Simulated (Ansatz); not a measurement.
Cartesian coordinates in Å:
```
O -2.1219 0.0146 -0.7272
Sb -1.2776 -0.2740 1.0067
F -0.9926 1.5822 1.4412
Si 1.1504 -0.4403 0.0530
H -1.5740 0.5115 -1.3422
H 1.4046 -1.8090 -0.4734
H 1.2590 0.5398 -1.0625
H 2.1521 -0.1248 1.1045
```

Charge 0, multiplicity 1. Sb: def2 effective core potential.

List the PBE0/def2-TZVPP orbital energies in eV (Ansatz). (An estimate is asked.)

Computed: Occupied: -1802.88, -672.89, -522.92, -157.88, -145.25, -109.48, -109.41, -109.26, -99.91, -99.89, -99.89, -37.28, -37.06, -36.92, -36.90, -36.82, -31.50, -27.68, -16.63, -15.10, -13.39, -11.52, -11.43, -11.12, -10.30, -10.18, -9.63, -9.28, -7.26. Lowest empty: -1.47, -1.22, -0.08, 0.82, 1.16, 1.29, 2.49, 3.05.
